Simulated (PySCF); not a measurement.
# Electronic structure of Si²⁺ (silicon, charge +2) at the UHF level

Configuration: [Ne] 3s2, closed-shell 1S. All numbers are calculated (PySCF 2.14, no relativity, point nucleus, in pcseg-2).

| Item | Value |
| --- | --- |
| Total energy | -287.986907 hartree |
| One-electron energy | -390.4278 hartree |
| Hartree (Coulomb) energy | 122.2283 hartree |
| Exchange energy | -19.7874 hartree |
| Kinetic energy | 288.64000 hartree |
| ⟨S²⟩ | 0.0000 |
| ⟨L²⟩ | 0.000 |
| Sum of ⟨r⟩ | 8.526 bohr |
| Sum of ⟨r²⟩ | 12.00 bohr² |
| Density at the nucleus (Gaussians lack the cusp) | 1730 bohr⁻³ |
| Langevin diamagnetic susceptibility | -9.50 ×10⁻⁶ cm³/mol |
| Time after the integrals | 0.11 s of wall time on 1 thread of Neoverse-N1 (shared host) |

| shell | electrons | mean orbital energy (eV) | rms radius, mean of both spins (bohr) |
| --- | --- | --- | --- |
| 1s | 2 | -1893.1 | 0.129 |
| 2s | 2 | -188.67 | 0.615 |
| 2p | 6 | -136.86 | 0.599 |
| 3s | 2 | -32.135 | 2.13 |
